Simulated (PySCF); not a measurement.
## Steps of a relaxation of [Yb(CO)]2+

[Yb(CO)]2+ (singlet). PySCF 2.14.0, RKS PBE0, Yb def2-SVP with ECP28, C def2-SVP, O def2-SVP; non-relativistic Hamiltonian with scalar-relativistic core potentials where named; density fitting; no spin-orbit coupling. Origin of the start: template. Columns: position (Å) and force (eV/Å). Energies are counted from the last step; some of the 8 steps are shown. Forces carry noise of the integration grid, about 0.01 to 0.03 eV/Å.

Run from Python with OMP_NUM_THREADS=2. Where DIIS fails, smearing, a level shift and second-order steps follow.
It took 32 s on 2 threads of Arm Neoverse V1, on a shared host, from the converged density of the start.

```xyz
3
step 0  E = 0.167 eV
Yb    0.0000    0.0000   -0.4326     0.00    0.00   -0.97
C     0.0000    0.0000    2.0307     0.00    0.00    5.55
O     0.0000    0.0000    3.1807     0.00    0.00   -4.58
```

```xyz
3
step 2  E = 0.041 eV
Yb    0.0000    0.0000   -0.4538     0.00    0.00   -0.65
C     0.0000    0.0000    2.0585     0.00    0.00    0.90
O     0.0000    0.0000    3.1742     0.00    0.00   -0.26
```

```xyz
3
step 5  E = 0.000 eV
Yb    0.0000    0.0000   -0.5395     0.00    0.00   -0.04
C     0.0000    0.0000    2.1023     0.00    0.00   -0.04
O     0.0000    0.0000    3.2161     0.00    0.00    0.08
```

Where does the relaxation end?

It converges at step 7 in C∞v:
```xyz
3
step 7  E = 0
Yb    0.0000    0.0000   -0.5467
C     0.0000    0.0000    2.1056
O     0.0000    0.0000    3.2199
```

How did the contacts change?


```
    contact  start (Å)  end (Å)
Yb1–C2 (CO)      2.463    2.652
```
